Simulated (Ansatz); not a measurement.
Geometry optimisation, RKS revPBE-D4/def2-SVP in Ansatz.

The input (input.yaml):

```yaml
crystal:
  periodic: [false, false, false]
  atoms:
    - { symbol: Zn, position_ang: [0.0, 0.0, 0.0] }
    - { symbol: C, position_ang: [0.0, 0.0, 2.33] }
    - { symbol: H, position_ang: [-0.9996, -0.3092, 2.7005] }
    - { symbol: H, position_ang: [0.7676, -0.7111, 2.7005] }
    - { symbol: H, position_ang: [0.232, 1.0203, 2.7005] }
    - { symbol: O, position_ang: [0.0, 0.0, -1.79] }
    - { symbol: H, position_ang: [0.2547, -0.9174, -2.1271] }
    - { symbol: H, position_ang: [-1.3331, 1.1713, 0.5897] }
    - { symbol: H, position_ang: [-1.0619, 0.9331, 1.5733] }
basis:
  gaussian: { orbitals: def2-SVP }
hamiltonian:
  xc: revpbe
  dispersion: d4
relax:
  f_tol: 0.15
  max_steps: 25
  restrain:
    - { distance: [0, 7], at: 1.57, k: 30.0 }
    - { distance: [8, 1], at: 1.11, k: 30.0 }
    - { distance: [0, 1], at: 3.18, k: 30.0 }
    - { distance: [8, 7], at: 1.86, k: 30.0 }
```

Run as:

```bash
$ ansatz run input.yaml --threads 2 --pin off --max-ram 3072MiB --backend cpu --events-out ev --progress --plain --runs-dir out
```

**Question.** Where does it end, and by what steps?

**Answer.** The forces met the threshold. The restraints hold the end off the free minimum. After 15 steps the energy has fallen by 2.664 eV (the restraints' own energy left out); Zn1 moved furthest, 1.08 Å. Joined: C2–H9 (1.60 → 1.11 Å).

```csv
step,energy less start (eV),largest force component (eV/Å),accepted
0,0.0000,3.934,yes
1,1.3719,4.142,yes
2,1.3118,4.135,yes
3,-0.0615,2.510,yes
4,-1.6004,1.326,yes
5,-2.3122,1.439,yes
6,-2.5242,0.939,yes
7,-2.6031,0.424,yes
8,-2.6264,0.516,yes
9,-2.6493,0.573,yes
10,-2.6585,0.628,yes
11,-2.6585,0.594,no
12,-2.6636,0.611,yes
13,-2.6634,0.613,yes
14,-2.6427,1.030,no
15,-2.6643,0.611,yes
```

```xyz
9
Properties=species:S:1:pos:R:3
Zn -0.649 0.595 -0.628
C -0.161 0.137 2.480
H -0.745 -0.575 3.094
H 0.543 -0.428 1.835
H 0.416 0.815 3.138
O 0.603 -0.336 -1.516
H 0.291 -1.207 -1.828
H -1.588 1.456 0.268
H -0.849 0.730 1.836
```

Run time: 26 s on 2 threads of Arm Neoverse V1, on a shared host, peak memory 0.13 GiB.
